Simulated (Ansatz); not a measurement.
`C[Si]1(O)C=C1` + H₂ → `O[SiH]1C=C1` + CH₄  (hydrogenolysis of the Si–C bond)

Gas-phase electronic energies from Ansatz, PBE0-D4/def2-TZVP geometries. CCSD(T)/CBS adds triple-zeta CCSD(T) − MP2 to the extrapolated MP2 energy (def2 sets, frozen cores). This one scheme is used for every species. Functionals use def2-TZVPP. One conformer a species, not always the lowest.

```json
{"level": "PBE-D4", "ΔE (kJ/mol)": "-16.1"}
{"level": "revPBE-D4", "ΔE (kJ/mol)": "-12.0"}
{"level": "r2SCANh-D4", "ΔE (kJ/mol)": "-17.3"}
{"level": "ωB97M-V", "ΔE (kJ/mol)": "-17.9"}
{"level": "revPBE", "ΔE (kJ/mol)": "-24.9"}
{"level": "RPA@PBE/def2-TZVPP", "ΔE (kJ/mol)": "-21.7"}
{"level": "HF/def2-TZVPP", "ΔE (kJ/mol)": "-41.5"}
{"level": "MP2/def2-TZVPP", "ΔE (kJ/mol)": "-15.1"}
```

Task: What does CCSD(T)/CBS give? (Best estimate.)

Result: Ansatz gave: -18.6 kJ/mol. The listed levels differ from it by 2.5, 6.6, 1.3, 0.7, -6.3, -3.1, -22.9, 3.5 kJ/mol.

Largest T1 diagnostic among the species: 0.012.

The D4 term adds +9.0 kJ/mol with B3LYP and +5.0 kJ/mol with PBE0; it sums over pairs of atoms, weighted by their polarisabilities, and B3LYP, whose exchange is more repulsive, gets the larger term. Leaving LDA and LC-ωPBE aside and taking each functional with its dispersion term where it has one, the values, not all of them listed here, spread over 13.1 kJ/mol, from B2PLYP to revPBE-D4. LDA lies +6.9 kJ/mol from PBE without D4.

CCSD(T)/CBS has its own doubt, a few kJ/mol and more with outer-core shells, so smaller differences from it don't rank the levels.

B3LYP here is the variant with VWN-RPA as its local correlation; programs differ in this.
